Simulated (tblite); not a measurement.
C4H6F2O2Si.
Numbering: `[CH3:1][O:2][C:3]1=[CH:4][C@@H:5]([F:6])[Si@@H:7]([F:8])[O:9]1` (hydrogens: H10, H11, H12 on C1; H13 on C4; H14 on C5; H15 on Si7)

Structure optimised with GFN2-xTB, isolated species.

Q: Give the optimised bond lengths and angles.

A: 
```
                  bond  length (Å)
                 C1–O2       1.417
                 O2–C3       1.335
                 C3=C4       1.333
                 C4–C5       1.498
                 C5–F6       1.395
                C5–Si7       1.923
                Si7–F8       1.598
                Si7–O9       1.640
                 C3–O9       1.372
C1–H10, C1–H11, C1–H12       1.091
                C4–H13       1.072
                C5–H14       1.095
               Si7–H15       1.442
```

Bonds in one row agree within 0.01 Å and their mean is given. A selection of angles:
```
     angle  degrees
 O2–C1–H10    105.5
 O2–C1–H11    111.1
H10–C1–H11    110.0
  C1–O2–C3    117.2
  O2–C3–C4    124.9
  O2–C3–O9    116.9
  C4–C3–O9    118.1
  C3–C4–C5    114.6
 C3–C4–H13    123.1
 C5–C4–H13    122.2
  C4–C5–F6    110.9
 C4–C5–Si7    100.9
 C4–C5–H14    112.0
 F6–C5–Si7    112.9
 F6–C5–H14    104.4
Si7–C5–H14    116.0
 C5–Si7–F8    115.8
 C5–Si7–O9     93.7
C5–Si7–H15    119.2
 F8–Si7–O9    107.1
F8–Si7–H15    108.9
O9–Si7–H15    110.3
 C3–O9–Si7    112.6
```

Dihedral angles: C1–O2–C3–C4 -178° (antiperiplanar); O2–C3–C4–C5 180° (antiperiplanar); C3–C4–C5–F6 -117° (anticlinal); C4–C5–Si7–F8 -114° (anticlinal); C5–Si7–O9–C3 2° (synperiplanar); O2–C3–O9–Si7 178° (antiperiplanar).

The 2 C–C bonds span 1.333 Å (C3=C4, drawn double) to 1.498 Å (C4–C5, drawn single), a spread of 0.165 Å. Si7 (fluorine-bound silicon) has angles from 93.7° to 119.2°. O2 (ether oxygen) is bent (angle 117.2°). The 5-membered ring C3–C4–C5–Si7–O9 has internal angles of 93.7° to 118.1°; it is almost planar, 0.01 Å rms from its mean plane, widest ring torsion 3°. Of the pairs four or more bonds apart, O9···H12 is among the closest relative to their van der Waals radii: 2.56 Å, 94 % of the sum of Bondi's values. The C–O distances run from 1.335 Å (O2–C3, drawn single) to 1.417 Å (C1–O2, drawn single), a spread of 0.082 Å. O9 (silyl ether oxygen) is bent (angle 112.6°).

Point group: C1 (no symmetry element, even within 0.4 Å). Its GFN2-xTB frequencies are all real (lowest 64 cm⁻¹). One conformer, not necessarily the lowest.

The numbers are calculated, not measured.
